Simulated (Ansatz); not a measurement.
Reaction (ligand exchange at the Si–F bond): `NC[SiH2]F` + H₂S → `NC[SiH2]S` + H–F

Isolated molecules relaxed with PBE0-D4/def2-TZVP in Ansatz; ΔE leaves out vibrations. CCSD(T)/CBS adds triple-zeta CCSD(T) − MP2 to the extrapolated MP2 energy (def2 sets, frozen cores). This one scheme is used for every species. DFT in def2-TZVPP. B3LYP here is the variant with VWN-RPA as its local correlation; programs differ in this. Each species was taken in one conformer, which may not be the lowest.

Question: Is it downhill or uphill in electronic energy at CCSD(T)/CBS, and by how much? (Estimate.)

Answer: Computed: Uphill: ΔE = +73.0 kJ/mol.

Question: What do these levels give: B3LYP-D4, r2SCAN, PBE0, HF/def2-QZVPP, MP2/def2-QZVPP, MP2/CBS(def2)? (Estimate.)

Answer: The calculation gave: B3LYP-D4 78.9, r2SCAN 77.0, PBE0 69.0, HF/def2-QZVPP 100.5, MP2/def2-QZVPP 70.6, MP2/CBS(def2) 68.5 kJ/mol.

Largest T1 diagnostic among the species: 0.010.

In def2-TZVPP, CCSD(T) changes the Hartree–Fock value by −22.3 kJ/mol (the triples alone add −4.1 kJ/mol) and MP2 by −26.8 kJ/mol. The D4 term adds −8.0 kJ/mol with B3LYP and −4.4 kJ/mol with PBE0; it sums over pairs of atoms, weighted by their polarisabilities, and B3LYP, whose exchange is more repulsive, gets the larger term.
